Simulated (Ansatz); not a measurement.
Two isomers of C2H10AlNSi: A = `C[SiH](C)[AlH][NH2]`, B = `C[CH]([SiH3])[AlH][NH2]`.

Isolated molecules relaxed with PBE0-D4/def2-TZVP in Ansatz; ΔE leaves out vibrations. CCSD(T)/CBS is the MP2 limit (def2-TZVPP, def2-QZVPP) plus CCSD(T) − MP2 in def2-TZVPP, frozen cores. DFT in def2-TZVPP. B3LYP here is the variant with VWN-RPA as its local correlation; programs differ in this. Each species was taken in one conformer, which may not be the lowest.

(1) Which isomer does CCSD(T)/CBS put lower? Give the gap. (Best estimate.)

(2) Give E(B) − E(A) in kcal/mol with HF/def2-TZVPP, B3LYP, r2SCAN-D4, B3LYP-D4, CCSD(T)/def2-TZVPP, PBE-D4, PBE0-D4. (An estimate is asked.)

Largest T1 diagnostic: 0.011.

## Answers

(1) Computed: A, by 10.7 kcal/mol.

(2) The calculation gave: HF/def2-TZVPP 10.4, B3LYP 12.2, r2SCAN-D4 12.0, B3LYP-D4 11.1, CCSD(T)/def2-TZVPP 10.5, PBE-D4 13.4, PBE0-D4 12.9. None reverses the order clearly.

The D4 term adds −1.1 kcal/mol with B3LYP and −0.5 kcal/mol with PBE0; it sums over pairs of atoms, weighted by their polarisabilities, and B3LYP, whose exchange is more repulsive, gets the larger term.
